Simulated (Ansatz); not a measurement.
A run for Ansatz (a first-principles code): R-PBE/def2-TZVPP on H5NOSn (SMILES [NH2][SnH2][OH]), a point of a torsion scan. Elements past Kr take the def2 small-core potentials; no spin–orbit coupling.

Ansatz 0.2 input:
```yaml
crystal:
  periodic: [false, false, false]
  atoms:
    - {symbol: N, position_ang: [1.44777721, -0.38194952, 0.16514213]}
    - {symbol: Sn, position_ang: [-0.29398160, 0.59545387, 0.03614643]}
    - {symbol: O, position_ang: [-1.56424357, -0.73730435, -0.57392468]}
    - {symbol: H, position_ang: [1.51438577, -1.19740116, -0.42866285]}
    - {symbol: H, position_ang: [2.28908888, 0.16057580, 0.03334218]}
    - {symbol: H, position_ang: [-0.35020634, 1.94079370, -0.99318813]}
    - {symbol: H, position_ang: [-0.80813114, 0.93119195, 1.56477014]}
    - {symbol: H, position_ang: [-1.69034978, -0.84928343, -1.51338464]}
basis:
  gaussian:
    orbitals: def2-TZVPP
hamiltonian:
  xc: {name: PBE}
scf: {lower_state_search: off}
```

What total energy does the run end on?

-347.1892 hartree.
